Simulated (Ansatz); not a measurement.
The cluster Li7Al3⁺: single points at one geometry.

```yaml
crystal:
  periodic: [false, false, false]
  atoms:
    - {symbol: Li, position_ang: [0.686394, 1.066708, -1.982641]}
    - {symbol: Li, position_ang: [0.924779, -1.992734, 1.872710]}
    - {symbol: Li, position_ang: [2.583972, 0.689817, 1.203331]}
    - {symbol: Li, position_ang: [-1.012319, -1.601066, -1.245468]}
    - {symbol: Li, position_ang: [-4.265585, 2.481337, -1.082733]}
    - {symbol: Li, position_ang: [3.946190, -2.313295, 0.424238]}
    - {symbol: Li, position_ang: [-2.472196, 1.402187, 1.691591]}
    - {symbol: Al, position_ang: [-0.134017, 0.271824, 0.497700]}
    - {symbol: Al, position_ang: [1.763153, -1.157244, -0.482127]}
    - {symbol: Al, position_ang: [-2.020369, 1.152467, -0.896603]}
basis:
  gaussian: {orbitals: def2-TZVP, initial_orbitals: start.molden}
total_charge: 1
magnetization: {spin_polarized: true, initial_magnetization: 1}
correlation: {method: mp2}
scf: {omitted_lower_state_checks: [starts]}
output: {orbitals: {seedname: orbitals}}
```

The file start.molden holds the orbitals of an earlier run on this structure, at another level or in another basis.

```sh
$ ansatz run in.yaml --threads 4 --pin off --events-out ev --progress --plain --max-ram 4787MiB
```

It prints (some lines left out):

```
Functional definition: HF
1751 factors; integrals over basis functions are off by at most 6.8e-4 eV
mean field evaluation 1: about -21163.9859 eV, gradient 2.3e1 eV
mean field evaluation 2: about -21164.7120 eV, gradient 1.0e0 eV
mean field evaluation 4: about -21164.9941 eV, gradient 4.3e-1 eV
mean field evaluation 8: about -21165.0215 eV, gradient 1.2e-2 eV
mean field -21165.02155198 eV, -777.8001958684 hartree, gradient 2.5e-6 eV, S^2 1.841199; 0 other end points of the search recorded, 0 dependent functions left out
15 core orbitals not correlated: weight in the atoms' cores, before any rotation towards them, 1.000 or more for the frozen orbitals, at most 0.000 for the correlated occupied ones
reference -21165.02155198 eV, -777.8001958684 hartree; 15, 14 occupied and 179, 180 virtual orbitals, 1751 factors
second order -13.75277065 eV of doubles, -0.00000000 eV of singles
Total energy: -21178.77432263 eV, -778.3056008677 hartree
Checks for a lower state left out: starts
```

Hardware: 4 threads of Arm Neoverse V1 on a shared host. Wall time 7.5 s, peak host memory 0.64 GiB.

As the first input, with `gaussian: {orbitals: def2-SVP, initial_orbitals: start.molden}`, `hamiltonian: {xc: pbe, dispersion: d4}` and without the key `correlation` (abridged; 4.9 s):

```
Functional definition: PBE
mean field -21197.97022644 eV, -779.0110373215 hartree, gradient 2.1e-5 eV, S^2 0.764241
Total energy: -21198.25777928 eV, -779.0216046933 hartree
Checks for a lower state left out: starts
```

As the first input, with `hamiltonian: {xc: hf}` and without the key `correlation` (abridged; 13 s):

```
Functional definition: HF
mean field -21165.02138262 eV, -777.8001896446 hartree, gradient 8.6e-6 eV, S^2 1.841200
Total energy: -21165.02138262 eV, -777.8001896446 hartree
Checks for a lower state left out: starts
```

Geometry: PBE0-D4/def2-SVP.

Correlated methods freeze 15 core orbitals; core or outer-core shells of Li are correlated, in sets that lack core-valence functions. At MP2/def2-TZVP, HF/def2-TZVP the charge 1 doublet is spin-contaminated (final ⟨S²⟩ up to 1.84, 0.75 for a pure state). Another isomer (doublet) lies 0.24 eV lower at PBE0-D4/def2-TZVP; other spin states weren't run for this one.
